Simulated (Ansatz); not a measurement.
Reaction (ligand exchange at the Si–N bond): `N[Si](O)(S)S` + HCl → `O[Si](S)(S)Cl` + NH₃

Computed with Ansatz on PBE0-D4/def2-TZVP structures; ΔE is electronic, products minus reactants. CCSD(T)/CBS adds triple-zeta CCSD(T) − MP2 to the extrapolated MP2 energy (def2 sets, frozen cores). This one scheme is used for every species. One conformer a species, not always the lowest.

`N[Si](O)(S)S`:

Z-matrix (Å, degrees):
```
Si
O 1 1.640
S 1 2.128 2 117.2
N 1 1.705 2 107.9 3 -114.7
S 1 2.137 2 102.9 3 117.6
H 2 0.960 1 115.3 3 61.9
H 3 1.343 1 94.0 2 80.5
H 4 1.008 1 119.5 2 170.1
H 4 1.008 1 119.1 2 -47.9
H 5 1.344 1 92.9 2 20.4
```

HCl:

Cartesian coordinates in Å:
```
Cl -0.481 0.421 0.004
H 0.481 -0.421 -0.004
```

`O[Si](S)(S)Cl`:

Z-matrix (Å, degrees):
```
Si
S 1 2.111
S 1 2.121 2 114.1
O 1 1.628 2 102.2 3 124.2
Cl 1 2.051 2 113.2 3 -116.7
H 2 1.344 1 92.7 3 49.2
H 3 1.345 1 93.0 2 54.6
H 4 0.960 1 117.5 2 177.3
```

NH₃:

```xyz
4

N    -0.181   -0.180    0.120
H     0.510   -0.661   -0.442
H    -0.654    0.477   -0.488
H     0.324    0.364    0.810
```

```csv
species,MP2/def2-QZVPP energy (Eh)
`N[Si](O)(S)S`,-1217.52283
HCl,-460.33593
`O[Si](S)(S)Cl`,-1621.39807
NH₃,-56.47584
```

Question: Work out ΔE.

Answer: ΔE = (-1621.39807) + (-56.47584) − (-1217.52283) − (-460.33593) = -0.01515 Eh = -39.8 kJ/mol. CCSD(T)/CBS gives -36.8 kJ/mol.

Largest T1 diagnostic among the species: 0.011.

At CCSD(T), def2-SVP lies +4.8 kJ/mol from the extrapolated value and def2-TZVPP +3.8 kJ/mol. Leaving LDA and LC-ωPBE aside and taking each functional with its dispersion term where it has one, the values, not all of them listed here, spread over 8.9 kJ/mol, from PBE-D4 to CAM-B3LYP-D4. LDA lies +8.9 kJ/mol from PBE without D4.
